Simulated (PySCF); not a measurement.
# Spin states and ions at one geometry of BiF3

PySCF 2.14.0, RKS TPSS, Bi def2-SVP with ECP60, F def2-SVP; non-relativistic Hamiltonian with scalar-relativistic core potentials where named; density fitting; no spin-orbit coupling; singlets restricted, open shells unrestricted. The geometry is relaxed for charge 0, singlet, vacuum:

```xyz
4

Bi    0.0000    0.0000    0.4006
F     1.7675    0.0000   -0.6127
F    -0.8838    1.5307   -0.6127
F    -0.8838   -1.5307   -0.6127
```

Energies count from the relaxed state; an electron taken off or put on is at rest in vacuum. Charges and spins are Mulliken's.

```tsv
state	energy (eV)	spin squared	charge on Bi1 (e)	spin on Bi1 (e)	dipole about the centre of mass (D)
charge 0, singlet, vacuum	0.00	0.00	1.25	0.00	4.62
charge 0, triplet, vacuum	5.61	2.00	0.91	1.14	2.94
charge +1, doublet, vacuum	11.63	0.76	1.64	0.12	3.48
```

What does the state charge -1, doublet, vacuum give?

energy (eV) 0.81, spin squared 0.75, charge on Bi1 (e) 0.47, spin on Bi1 (e) 0.91, dipole about the centre of mass (D) 3.48.

With an electron taken off (doublet) the charges change, summed by element, by Bi +0.39 e, F +0.61 e. The vertical ionisation energy is 11.63 eV, against −ε(HOMO) = 8.15 eV of the relaxed state. The level lies 3.5 eV too high, as is usual for semilocal functionals and global hybrids, which keep a self-interaction error.

With an electron put on (doublet) the charges change, summed by element, by Bi -0.78 e, F -0.22 e. The vertical electron affinity is -0.81 eV, against −ε(LUMO) = 2.18 eV of the relaxed state. The basis has no diffuse functions, which an added electron needs. The added electron's level lies above zero.

Open shells may have lower solutions than those found.

No frequency check is given that shows the relaxed geometry to be a minimum.
